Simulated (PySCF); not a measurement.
KI, SMILES [K][I]. Geometry: PBE0-D3(BJ)/def2-TZVPD. The def2 effective core potentials stand for the cores of I; spin–orbit coupling is left out.

**Question.** Give the equilibrium geometry at PBE0-D3(BJ)/def2-TZVPD (PySCF confirms it by a frequency run) as a Z-matrix, and its point group. (Estimate from the structure and the level; the computed values follow.)

**Answer.** point group C∞v.
```
K
I 1 3.0732
```
Charge 0, spin multiplicity 1.
